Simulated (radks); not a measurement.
Task: The europium ion Eu2+, [Xe] 4f7. Calculated with a radial shooting solver on a logarithmic mesh with Libxc functionals: non-relativistic Kohn-Sham, exchange-only LDA, spin-polarised, spherical densities, point nucleus. Every spin shell is full or empty, so the densities are truly spherical. Functionals are evaluated on that one density, not self-consistently. Rank these orbital-free kinetic functionals by their error against the exact value of the orbitals, and give that value: Thomas-Fermi, TF + vW, LC94, APBEK, Perdew 92, LKT, PG1, Ernzerhof.

Result: Exact: 10413.3 hartree. From best to worst, with 100 (|E| - |E exact|)/|E exact| (equal figures are ties): LC94 -0.02, APBEK +0.02, Ernzerhof -0.50, Perdew 92 -0.73, Thomas-Fermi -5.02, PG1 +13.64, LKT +17.46, TF + vW +33.45.
